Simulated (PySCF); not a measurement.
F2Sr, charge -1, doublet, geometry from GFN2-xTB (such geometries of metal compounds can be far from the true shape) (a state made from the parent by changing its charge; the spin is typed, not shown lowest) (core potentials on Sr) (in this run its highest filled SCF level lies above zero, so its values depend strongly on the basis, on diffuse functions most of all), with bond 3-1 at 2.0 times its length; B3LYP/def2-SV(P) (PySCF).

The PySCF input:
```python
from pyscf import gto, scf, dft

mol = gto.Mole()
mol.atom = '''
    Sr   -0.07458081   -0.01717285   -0.00668094
    F    -0.06832655    1.51030383   -1.25445591
    F     0.84102739   -2.85841961    2.57200956
'''
mol.basis = 'def2-sv(p)'
mol.ecp = {'Sr': 'def2-sv(p)'}
mol.charge = -1
mol.spin = 1
mol.verbose = 4
mol.build()

mf = dft.UKS(mol)
mf.xc = 'b3lyp'
mf.init_guess = 'mod_huckel'
mf.kernel()
mf.analyze()
```

What the program printed (banner, timings and long lists left out):

```
PySCF version 2.14.0

[INPUT] verbose = 4
[INPUT] num. atoms = 3
[INPUT] num. electrons = 29
[INPUT] charge = -1
[INPUT] spin (= nelec alpha-beta = 2S) = 1
[INPUT] symmetry False subgroup None
[INPUT] Mole.unit = angstrom
[INPUT] Symbol           X                Y                Z      unit          X                Y                Z       unit  Magmom
[INPUT]  1 Sr    -0.074580810000  -0.017172850000  -0.006680940000 AA   -0.140937305048  -0.032451983278  -0.012625146855 Bohr   0.0
[INPUT]  2 F     -0.068326550000   1.510303830000  -1.254455910000 AA   -0.129118466536   2.854060603582  -2.370578105242 Bohr   0.0
[INPUT]  3 F      0.841027390000  -2.858419610000   2.572009560000 AA    1.589311430358  -5.401630211986   4.860393658163 Bohr   0.0

nuclear repulsion = 43.5119808876464
number of shells = 21
number of NR pGTOs = 97
number of NR cGTOs = 51
basis = def2-sv(p)
ecp = {'Sr': 'def2-sv(p)'}

******** <class 'pyscf.dft.uks.UKS'> ********
method = UKS
initial guess = mod_huckel
damping factor = 0
level_shift factor = 0
DIIS = <class 'pyscf.scf.diis.CDIIS'>
diis_start_cycle = 1
diis_space = 8
diis_damp = 0
SCF conv_tol = 1e-09
SCF conv_tol_grad = None
SCF max_cycles = 50
direct_scf = True
direct_scf_tol = 1e-13
number electrons alpha = 15  beta = 14
XC library pyscf.dft.libxc version 7.1.2
    S. Lehtola, C. Steigemann, M. J. T. Oliveira, and M. A. L. Marques,  SoftwareX 7, 1–5 (2018)
XC functionals = b3lyp
    P. J. Stephens, F. J. Devlin, C. F. Chabalowski, and M. J. Frisch,  J. Phys. Chem. 98, 11623 (1994)
radial grids:
    Treutler-Ahlrichs [JCP 102, 346 (1995); DOI:10.1063/1.469408] (M4) radial grids

becke partition: Becke, JCP 88, 2547 (1988); DOI:10.1063/1.454033
pruning grids: <function nwchem_prune>
grids dens level: 3
symmetrized grids: False
atomic radii adjust function: <function treutler_atomic_radii_adjust>
small_rho_cutoff = 0
Set gradient conv threshold to 3.16228e-05
Initial guess from on-the-fly Huckel, doi:10.1021/acs.jctc.8b01089,
employing the updated GWH rule from doi:10.1021/ja00480a005.
Spherically averaged atomic HF for {'Sr', 'F'}

******** <class 'pyscf.scf.atom_hf.AtomSphAverageRHF'> ********
method = AtomSphAverageRHF
initial guess = minao
damping factor = 0
level_shift factor = 0
DIIS = <class 'pyscf.scf.diis.CDIIS'>
diis_start_cycle = 1
diis_space = 8
diis_damp = 0
SCF conv_tol = 1e-09
SCF conv_tol_grad = None
SCF max_cycles = 50
direct_scf = True
direct_scf_tol = 1e-13
atom = Sr
Set gradient conv threshold to 3.16228e-05
Initial guess from minao.
init E= -19.2865189426018
cycle= 1 E= -29.9875274065352  delta_E= -10.7  |g|=    0  |ddm|= 7.83
cycle= 2 E= -30.3360388163427  delta_E= -0.349  |g|=    0  |ddm|= 7.14
cycle= 3 E= -30.3384313769362  delta_E= -0.00239  |g|=    0  |ddm|= 0.458
cycle= 4 E= -30.3387797498141  delta_E= -0.000348  |g|=    0  |ddm|= 0.237
cycle= 5 E= -30.3387820932497  delta_E= -2.34e-06  |g|=    0  |ddm|= 0.0206
cycle= 6 E= -30.3387820937186  delta_E= -4.69e-10  |g|=    0  |ddm|= 0.000121
Extra cycle  E= -30.3387820937193  delta_E= -7.11e-13  |g|=    0  |ddm|= 2e-06
Atomic HF for atom  Sr  converged. SCF energy = -30.3387820937193

******** <class 'pyscf.scf.atom_hf.AtomSphAverageRHF'> ********
method = AtomSphAverageRHF
initial guess = minao
damping factor = 0
level_shift factor = 0
DIIS = <class 'pyscf.scf.diis.CDIIS'>
diis_start_cycle = 1
diis_space = 8
diis_damp = 0
SCF conv_tol = 1e-09
SCF conv_tol_grad = None
SCF max_cycles = 50
direct_scf = True
direct_scf_tol = 1e-13
atom = F
Set gradient conv threshold to 3.16228e-05
Initial guess from minao.
init E= -98.9113963755293
cycle= 1 E= -98.9346675575403  delta_E= -0.0233  |g|=    0  |ddm|= 0.0412
cycle= 2 E= -98.9346901743181  delta_E= -2.26e-05  |g|=    0  |ddm|= 0.0116
cycle= 3 E= -98.9346927658266  delta_E= -2.59e-06  |g|=    0  |ddm|= 0.00242
cycle= 4 E= -98.934692951315  delta_E= -1.85e-07  |g|=    0  |ddm|= 0.000958
cycle= 5 E= -98.9346929513237  delta_E= -8.75e-12  |g|=    0  |ddm|= 5.23e-06
Extra cycle  E= -98.9346929513238  delta_E= -8.53e-14  |g|=    0  |ddm|= 3.55e-09
Atomic HF for atom  F  converged. SCF energy = -98.9346929513238

tot grids = 50440
init E= -229.959365571147
cycle= 1 E= -216.495197938578  delta_E= 13.5  |g|= 2.88  |ddm|= 3.44
cycle= 2 E= -185.188891568298  delta_E= 31.3  |g|= 2.95  |ddm|= 9.58
cycle= 3 E= -200.959243266104  delta_E= -15.8  |g|= 1.36  |ddm|= 10.1
cycle= 4 E= -169.330347705102  delta_E= 31.6  |g|= 3.09  |ddm|= 12.7
cycle= 5 E= -224.343880653694  delta_E=  -55  |g|= 2.96  |ddm|= 10.2
cycle= 6 E= -223.941284392832  delta_E= 0.403  |g|= 3.16  |ddm|= 0.568
cycle= 7 E= -223.891140833344  delta_E= 0.0501  |g|= 3.18  |ddm|= 0.0396

cycle= 8 E= -194.521608589114  delta_E= 29.4  |g|= 3.77  |ddm|= 4.74
cycle= 9 E= -193.91249222087  delta_E= 0.609  |g|= 3.64  |ddm|= 0.318
cycle= 10 E= -192.84828151731  delta_E= 1.06  |g|= 3.55  |ddm|= 0.511
cycle= 11 E= -192.452351969892  delta_E= 0.396  |g|=  3.6  |ddm|= 0.351

cycle= 12 E= -197.159880226947  delta_E= -4.71  |g|= 3.06  |ddm|= 9.77
cycle= 13 E= -215.746742015602  delta_E= -18.6  |g|= 2.72  |ddm|=  6.9
cycle= 14 E= -229.020373520291  delta_E= -13.3  |g|= 1.74  |ddm|= 4.18
cycle= 15 E= -201.761363477975  delta_E= 27.3  |g|= 1.77  |ddm|= 4.56
cycle= 16 E= -228.189619616195  delta_E= -26.4  |g|= 2.23  |ddm|= 5.18

cycle= 17 E= -228.528118901386  delta_E= -0.338  |g|= 2.12  |ddm|= 1.61

cycle= 18 E= -228.455223495223  delta_E= 0.0729  |g|= 2.15  |ddm|= 0.344

cycle= 19 E= -228.983121912044  delta_E= -0.528  |g|= 1.87  |ddm|= 1.33

cycle= 20 E= -226.434073541031  delta_E= 2.55  |g|= 2.58  |ddm|= 3.87
cycle= 21 E= -226.695734556483  delta_E= -0.262  |g|=  2.5  |ddm|= 0.448
cycle= 22 E= -223.0198083764  delta_E= 3.68  |g|= 3.49  |ddm|= 2.18

cycle= 23 E= -207.308635123492  delta_E= 15.7  |g|= 4.86  |ddm|= 3.73
cycle= 24 E= -217.230691097221  delta_E= -9.92  |g|= 1.93  |ddm|=  6.5

cycle= 25 E= -229.226078573856  delta_E=  -12  |g|= 1.56  |ddm|= 3.87

cycle= 26 E= -229.589444530758  delta_E= -0.363  |g|= 1.28  |ddm|= 0.655
cycle= 27 E= -229.778652460266  delta_E= -0.189  |g|=  1.1  |ddm|= 0.526
cycle= 28 E= -229.895911896893  delta_E= -0.117  |g|= 0.936  |ddm|= 0.444
cycle= 29 E= -230.089726335161  delta_E= -0.194  |g|= 0.679  |ddm|= 0.79
cycle= 30 E= -230.285486782744  delta_E= -0.196  |g|= 0.0967  |ddm|= 1.07
cycle= 31 E= -230.290337527314  delta_E= -0.00485  |g|= 0.0476  |ddm|= 0.242
cycle= 32 E= -230.291586140943  delta_E= -0.00125  |g|= 0.0107  |ddm|= 0.0534
cycle= 33 E= -230.291692334594  delta_E= -0.000106  |g|= 0.00141  |ddm|= 0.0284
cycle= 34 E= -230.291702078564  delta_E= -9.74e-06  |g|= 0.00184  |ddm|= 0.0109
cycle= 35 E= -230.291707483557  delta_E= -5.4e-06  |g|= 0.000592  |ddm|= 0.00739
cycle= 36 E= -230.291709040446  delta_E= -1.56e-06  |g|= 0.00029  |ddm|= 0.007
cycle= 37 E= -230.291709097892  delta_E= -5.74e-08  |g|= 6.78e-05  |ddm|= 0.000765
cycle= 38 E= -230.291709100957  delta_E= -3.06e-09  |g|= 1.53e-05  |ddm|= 0.000153
cycle= 39 E= -230.291709101164  delta_E= -2.07e-10  |g|= 8.95e-06  |ddm|= 4.01e-05
Extra cycle  E= -230.291709100819  delta_E= 3.45e-10  |g|= 3.17e-05  |ddm|= 5.24e-05
converged SCF energy = -230.291709100819  <S^2> = 0.75382856  2S+1 = 2.0038249
**** SCF Summaries ****
Total Energy =                        -230.291709100818679
Nuclear Repulsion Energy =              43.511980887646438
One-electron Energy =                 -423.451508180110011
Two-electron Energy =                  149.647818191644888
Two-electron Coulomb Energy =          175.217154822926489
DFT Exchange-Correlation Energy =      -25.569336631281608
**** MO energy ****
                             alpha | beta                alpha | beta
MO #1   energy= -24.4583424382619  | -24.4583528055815  occ= 1 | 1
MO #2   energy= -24.2787407769096  | -24.2756345825365  occ= 1 | 1
MO #3   energy= -1.44319191962301  | -1.44039994788509  occ= 1 | 1
MO #4   energy= -0.935964256890191 | -0.93565241443326  occ= 1 | 1
MO #5   energy= -0.735140174351409 | -0.732689135316852 occ= 1 | 1
MO #6   energy= -0.734900163386833 | -0.732455673856472 occ= 1 | 1
MO #7   energy= -0.711361415334888 | -0.703091911152658 occ= 1 | 1
MO #8   energy= -0.701108314645895 | -0.698187352419598 occ= 1 | 1
MO #9   energy= -0.213691387614758 | -0.213814279483243 occ= 1 | 1
MO #10  energy= -0.213658219982122 | -0.213773481920068 occ= 1 | 1
MO #11  energy= -0.207677251262582 | -0.207475133831704 occ= 1 | 1
MO #12  energy= -0.0288584952798733 | -0.0123580648114871 occ= 1 | 1
MO #13  energy= -0.0150251960235857 | -0.012328368438001 occ= 1 | 1
MO #14  energy= -0.0149910669980375 | -0.0063518222770384 occ= 1 | 1
MO #15  energy= 0.00168304605163163 | 0.0515427872562917 occ= 1 | 0
MO #16  energy= 0.0911300580015402 | 0.107803108666112  occ= 0 | 0
MO #17  energy= 0.0926608719747345 | 0.108828245687897  occ= 0 | 0
MO #18  energy= 0.112225529479815  | 0.125376276763244  occ= 0 | 0
MO #19  energy= 0.112340466583494  | 0.125399565310945  occ= 0 | 0
MO #20  energy= 0.145593406060575  | 0.148360888898885  occ= 0 | 0
MO #21  energy= 0.163531786635079  | 0.16632896258521   occ= 0 | 0
MO #22  energy= 0.165113814230119  | 0.168104503737808  occ= 0 | 0
MO #23  energy= 0.178895020934782  | 0.187408152110036  occ= 0 | 0

spin_pop of  0 Sr 4s        0.00571
spin_pop of  0 Sr 5s        0.01723
spin_pop of  0 Sr 6s        0.27302
spin_pop of  0 Sr 7s        0.47068
spin_pop of  0 Sr 4px      -0.00036
spin_pop of  0 Sr 4py      -0.00010
spin_pop of  0 Sr 4pz      -0.00020
spin_pop of  0 Sr 5px       0.00263
spin_pop of  0 Sr 5py      -0.00018
spin_pop of  0 Sr 5pz      -0.00071
spin_pop of  0 Sr 6px       0.01253
spin_pop of  0 Sr 6py      -0.00270
spin_pop of  0 Sr 6pz      -0.00176
spin_pop of  0 Sr 4dxy      0.00088
spin_pop of  0 Sr 4dyz      0.05294
spin_pop of  0 Sr 4dz^2     0.00137
spin_pop of  0 Sr 4dxz      0.00065
spin_pop of  0 Sr 4dx2-y2    0.01761
spin_pop of  0 Sr 5dxy      0.00082
spin_pop of  0 Sr 5dyz      0.04327
spin_pop of  0 Sr 5dz^2     0.00062
spin_pop of  0 Sr 5dxz      0.00055
spin_pop of  0 Sr 5dx2-y2    0.01388
spin_pop of  1 F 1s        0.00000
spin_pop of  1 F 2s        0.00012
spin_pop of  1 F 3s        0.00176
spin_pop of  1 F 2px      -0.00135
spin_pop of  1 F 2py      -0.00053
spin_pop of  1 F 2pz      -0.00083
spin_pop of  1 F 3px       0.00004
spin_pop of  1 F 3py       0.00003
spin_pop of  1 F 3pz       0.00003
spin_pop of  1 F 3dxy      0.00000
spin_pop of  1 F 3dyz      0.00009
spin_pop of  1 F 3dz^2     0.00000
spin_pop of  1 F 3dxz      0.00000
spin_pop of  1 F 3dx2-y2    0.00004
spin_pop of  2 F 1s       -0.00000
spin_pop of  2 F 2s        0.00022
spin_pop of  2 F 3s       -0.00020
spin_pop of  2 F 2px       0.00207
spin_pop of  2 F 2py       0.05111
spin_pop of  2 F 2pz       0.04004
spin_pop of  2 F 3px      -0.00012
spin_pop of  2 F 3py      -0.00051
spin_pop of  2 F 3pz      -0.00042
spin_pop of  2 F 3dxy      0.00000
spin_pop of  2 F 3dyz      0.00000
spin_pop of  2 F 3dz^2     0.00000
spin_pop of  2 F 3dxz      0.00000
spin_pop of  2 F 3dx2-y2    0.00000
In total            15.00000 | 14.00000

WARN: System has nonzero charge -1; the dipole moment is origin-dependent.
Location of origin: [0. 0. 0.]

Dipole moment(X, Y, Z, Debye): -1.64609,  6.70851, -5.94509
```
